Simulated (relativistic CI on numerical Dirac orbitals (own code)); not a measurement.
**Hyperfine structure of In XXXI, mass number 113**

Calculated at this level of theory: Dirac-Coulomb-Breit CI, orbitals from a KLI potential per configuration, QED by a radiative potential, unscaled Slater integrals (own radial code, finite nucleus).

Configuration list (outside the closed core [Ne]): 3s2 3p6 3d, 3s2 3p5 3d2, 3s 3p6 3d2, 3s2 3p6 4s, 3s2 3p6 4p, 3s2 3p6 4d, 3s2 3p5 3d 4s, 3s2 3p6 4f, 3s2 3p5 3d 4p, 3p6 3d3, 3p5 3d4, 3p5 3d3 4s. Double excitations out of closed p, d and f shells are left out; levels of such configurations are missing from the list, as are those of other unlisted configurations, and high levels can miss mixing partners. These lack a partner that the ground configuration has and come out too high: 3s2 3p5 3d 4p.

Nuclear spin I = 9/2, μ = 5.5208 μN, Q = 0.761 b (tables of Stone and Pyykkö). The electronic factors are computed for point nuclear moments, without core polarisation or the Bohr-Weisskopf and QED corrections.

```
               Level   E (eV)  A (MHz)  B (MHz)
   3s2 3p6 3d 2D_3/2    0.000    28660    11100
   3s2 3p6 3d 2D_5/2   10.308    11990    14900
 3s2 3p5 3d2 4D°_1/2  141.818     9029         
 3s2 3p5 3d2 4D°_3/2  143.168    29050    26300
 3s2 3p5 3d2 4D°_7/2  155.002    20850    -1370
 3s2 3p5 3d2 4G°_9/2  155.268    29300   -60000
 3s2 3p5 3d2 4P°_3/2  158.706    42510   -41500
3s2 3p5 3d2 4G°_11/2  158.971    26030   -55600
```

Levels with J = 0, under 50 % of one LS term, or S terms without an open s electron are left out. Small factors come from cancelling terms and can be off by tens of per cent or more.

At this charge energies of transitions that change n are usually good to better than 1 %, and those within a shell (Δn = 0) to a few per cent.

Task: Give the hyperfine levels of 3s2 3p6 3d 2D_3/2 relative to its centre of gravity.

Result: With K = F(F + 1) − I(I + 1) − J(J + 1), E = AK/2 + B[¾K(K + 1) − I(I + 1)J(J + 1)]/[2I(2I − 1)J(2J − 1)]: F = 3: -231300, F = 4: -124100, F = 5: 16850, F = 6: 196200 MHz.

LS names give the leading component of a level, which can be under half, so a name can repeat, a term be missing and a line seem to break the LS rules.
